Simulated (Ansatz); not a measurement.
CH7ClGeOSi, SMILES `CO[SiH](Cl)[GeH3]`, relaxed with RKS PBE0-D4/def2-TZVP in Ansatz from a PBE-D4/def2-SVP geometry. The force threshold is 0.005 eV/Å; the program also tests the step.

Charge 0, multiplicity 1.

Start:

```xyz
12

C    -1.650   -0.858    0.996
O    -0.803   -1.142   -0.102
Si   -0.099    0.030   -1.070
Cl    0.461   -0.930   -2.826
Ge    1.883    0.904   -0.055
H    -1.090   -0.423    1.857
H    -2.113   -1.807    1.335
H    -2.470   -0.151    0.726
H    -1.114    1.094   -1.408
H     1.562    1.499    1.344
H     2.516    2.022   -0.924
H     2.917   -0.237    0.125
```

```json
{"step": "1", "energy (eV)": "-80102.9135", "largest force (eV/Å)": "0.881", "largest move (Å)": "0.000"}
{"step": "2", "energy (eV)": "-80102.9660", "largest force (eV/Å)": "0.608", "largest move (Å)": "0.043"}
{"step": "3", "energy (eV)": "-80102.9755", "largest force (eV/Å)": "0.207", "largest move (Å)": "0.035"}
{"step": "4", "energy (eV)": "-80102.9773", "largest force (eV/Å)": "0.031", "largest move (Å)": "0.018"}
{"step": "5", "energy (eV)": "-80102.9775", "largest force (eV/Å)": "0.020", "largest move (Å)": "0.006"}
{"step": "6 (rejected)", "energy (eV)": "-80102.9774", "largest force (eV/Å)": "0.038", "largest move (Å)": "0.019"}
{"step": "7", "energy (eV)": "-80102.9776", "largest force (eV/Å)": "0.008", "largest move (Å)": "0.009"}
{"step": "8", "energy (eV)": "-80102.9776", "largest force (eV/Å)": "0.007", "largest move (Å)": "0.008"}
{"step": "9", "energy (eV)": "-80102.9777", "largest force (eV/Å)": "0.008", "largest move (Å)": "0.007"}
{"step": "10", "energy (eV)": "-80102.9777", "largest force (eV/Å)": "0.007", "largest move (Å)": "0.009"}
{"step": "11", "energy (eV)": "-80102.9777", "largest force (eV/Å)": "0.014", "largest move (Å)": "0.023"}
{"step": "12", "energy (eV)": "-80102.9777", "largest force (eV/Å)": "0.010", "largest move (Å)": "0.007"}
{"step": "13", "energy (eV)": "-80102.9777", "largest force (eV/Å)": "0.005", "largest move (Å)": "0.004"}
{"step": "14", "energy (eV)": "-80102.9777", "largest force (eV/Å)": "0.003", "largest move (Å)": "0.002"}
```

End:

```xyz
12

C    -1.618   -0.836    0.988
O    -0.830   -1.142   -0.143
Si   -0.105   -0.004   -1.067
Cl    0.442   -0.934   -2.809
Ge    1.848    0.886   -0.036
H    -1.003   -0.460    1.813
H    -2.111   -1.753    1.312
H    -2.386   -0.090    0.753
H    -1.085    1.063   -1.408
H     1.501    1.478    1.343
H     2.445    2.007   -0.902
H     2.901   -0.215    0.156
```

Hardware: 2 threads of an AMD EPYC 7R13 on a shared host and a share of an NVIDIA H100 80 GB. Wall time 27 s, peak host memory 0.9 GiB.
